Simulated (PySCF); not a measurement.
AlCl2, doublet, at a GFN2-xTB geometry (such geometries of metal compounds can be far from the true shape); B97M-V/6-311G** in PySCF.

The PySCF input:
```python
from pyscf import gto, scf, dft

mol = gto.Mole()
mol.atom = '''
    Al    0.00160221    0.63542259    0.02351302
    Cl    1.85128917   -0.24859337    0.01717242
    Cl   -1.85251440   -0.23731802   -0.03515296
'''
mol.basis = '6-311g**'
mol.spin = 1
mol.verbose = 4
mol.build()

mf = dft.UKS(mol)
mf.xc = 'b97m_v'
mf.kernel()
```

Output, abridged:

```
PySCF version 2.14.0

[INPUT] verbose = 4
[INPUT] num. atoms = 3
[INPUT] num. electrons = 47
[INPUT] charge = 0
[INPUT] spin (= nelec alpha-beta = 2S) = 1
[INPUT] symmetry False subgroup None
[INPUT] Mole.unit = angstrom
[INPUT] Symbol           X                Y                Z      unit          X                Y                Z       unit  Magmom
[INPUT]  1 Al     0.001602210000   0.635422590000   0.023513020000 AA    0.003027738094   1.200774668462   0.044433168161 Bohr   0.0
[INPUT]  2 Cl     1.851289170000  -0.248593370000   0.017172420000 AA    3.498429508673  -0.469773385683   0.032451170696 Bohr   0.0
[INPUT]  3 Cl    -1.852514400000  -0.237318020000  -0.035152960000 AA   -3.500744857813  -0.448466062224  -0.066429466868 Bohr   0.0

nuclear repulsion = 155.377070911959
number of shells = 36
number of NR pGTOs = 141
number of NR cGTOs = 78
basis = 6-311g**
ecp = {}

******** <class 'pyscf.dft.uks.UKS'> ********
method = UKS
initial guess = minao
damping factor = 0
level_shift factor = 0
DIIS = <class 'pyscf.scf.diis.CDIIS'>
diis_start_cycle = 1
diis_space = 8
diis_damp = 0
SCF conv_tol = 1e-09
SCF conv_tol_grad = None
SCF max_cycles = 50
direct_scf = True
direct_scf_tol = 1e-13
number electrons alpha = 24  beta = 23
XC library pyscf.dft.libxc version 7.1.2
    S. Lehtola, C. Steigemann, M. J. T. Oliveira, and M. A. L. Marques,  SoftwareX 7, 1–5 (2018)
XC functionals = b97m_v
    N. Mardirossian and M. Head-Gordon,  J. Chem. Phys. 142, 074111 (2015)
radial grids:
    Treutler-Ahlrichs [JCP 102, 346 (1995); DOI:10.1063/1.469408] (M4) radial grids

becke partition: Becke, JCP 88, 2547 (1988); DOI:10.1063/1.454033
pruning grids: <function nwchem_prune>
grids dens level: 3
symmetrized grids: False
atomic radii adjust function: <function treutler_atomic_radii_adjust>
** Following is NLC and NLC Grids **
NLC functional = b97m_v
radial grids:
    Treutler-Ahlrichs [JCP 102, 346 (1995); DOI:10.1063/1.469408] (M4) radial grids

becke partition: Becke, JCP 88, 2547 (1988); DOI:10.1063/1.454033
pruning grids: <function nwchem_prune>
grids dens level: 3
symmetrized grids: False
atomic radii adjust function: <function treutler_atomic_radii_adjust>
small_rho_cutoff = 0
Set gradient conv threshold to 3.16228e-05
tot grids = 56944
tot grids = 56944
init E= -1162.80758257372

cycle= 1 E= -1162.60647294746  delta_E= 0.201  |g|= 0.261  |ddm|= 1.44
cycle= 2 E= -1162.54347006091  delta_E= 0.063  |g|= 0.41  |ddm|= 0.85
cycle= 3 E= -1162.64839839878  delta_E= -0.105  |g|= 0.0269  |ddm|= 0.483
cycle= 4 E= -1162.64870227488  delta_E= -0.000304  |g|= 0.0122  |ddm|= 0.0478
cycle= 5 E= -1162.64879138201  delta_E= -8.91e-05  |g|= 0.00179  |ddm|= 0.0175
cycle= 6 E= -1162.64879259546  delta_E= -1.21e-06  |g|= 0.000372  |ddm|= 0.00212
cycle= 7 E= -1162.64879266464  delta_E= -6.92e-08  |g|= 6.4e-05  |ddm|= 0.000434
cycle= 8 E= -1162.6487926675  delta_E= -2.86e-09  |g|= 2.35e-05  |ddm|= 9.85e-05
cycle= 9 E= -1162.64879266786  delta_E= -3.61e-10  |g|= 3.67e-06  |ddm|= 3.51e-05
Extra cycle  E= -1162.64879266787  delta_E= -1.64e-11  |g|= 2.23e-06  |ddm|= 9.01e-06
converged SCF energy = -1162.64879266787  <S^2> = 0.75156205  2S+1 = 2.0015614
```
